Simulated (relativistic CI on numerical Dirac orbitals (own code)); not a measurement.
**Ni4+ in a cubic cluster: 1s photoemission with charge transfer**

Computed with a charge-transfer multiplet model of a cubic metal-ligand cluster with up to 2 ligand holes, Slater and spin-orbit integrals from Dirac-Coulomb-Breit ions, Slater integrals scaled by 0.7. The ground state mixes d6 with configurations of k ligand holes L, whose averages lie at kΔ + k(k − 1)U_dd/2; a core hole lowers each added d electron by U_cd. 300 K, Lorentzian 1.1 eV and Gaussian 0.6 eV FWHM.

Atomic integrals in eV (Slater integrals scaled, ζ unscaled), ground: F2dd 9.934, F4dd 6.234, zeta_d 0.099; with the core hole: F2dd 11.038, F4dd 6.951, zeta_d 0.134, G2cd 0.068.

Cluster parameters (eV): Δ = -0.3, U_cd = 8.3, 10Dq = 1.45, 10Dq(ligand) = 1.4, V(eg) = 2.45, V(t2g) = -1.18, final-state hopping factor = 0.9.

```tsv
Case	n_d	d6	d7L	d8L2	S
U_dd = 5.3 eV	6.89	0.27	0.57	0.16	0.05
U_dd = 6 eV	6.86	0.28	0.57	0.14	0.05
U_dd = 6.7 eV	6.84	0.29	0.58	0.13	0.05
U_dd = 7.4 eV	6.82	0.30	0.58	0.12	0.06
U_dd = 8.8 eV	6.78	0.32	0.58	0.10	0.06
```

Weights, n_d and S are thermal averages at 300 K. Binding energies count from the first peak over 30 % of the highest in each spectrum, which can be another peak from case to case. The parameters are a model scan and need not match a compound or its usual spin state. Peaks in eV (height, largest 100):
- U_dd = 5.3 eV: 0.0 (100), 4.6 (7), 10.4 (27)
- U_dd = 6 eV: 0.0 (100), 4.7 (7), 10.2 (25), 18.5 (5)
- U_dd = 6.7 eV: 0.0 (100), 5.0 (7), 10.1 (23), 18.1 (5)
- U_dd = 7.4 eV: 0.0 (100), 5.4 (6), 10.1 (21), 17.8 (5)
- U_dd = 8.8 eV: 0.0 (100), 6.0 (5), 10.2 (17), 17.1 (5)

For the case U_dd = 6.7 eV, Δ = -0.3 eV is smaller than U_dd = 6.7 eV, the charge-transfer side of the Zaanen-Sawatzky-Allen scheme (negative Δ: between configuration averages a ligand hole costs less than the nominal valence; multiplet and field energies can change this for the lowest states). With the core hole the average of the configuration with one ligand hole lies at Δ − U_cd = -8.6 eV before mixing: it lies below the unscreened one, so the lowest final states are mostly screened and the unscreened weight appears at higher binding energy as a satellite.

With at most 2 ligand holes the space is cut while the next configuration still counts, so covalency is underestimated, and a final configuration with one more ligand hole, which can lie low, is missing from the spectra.
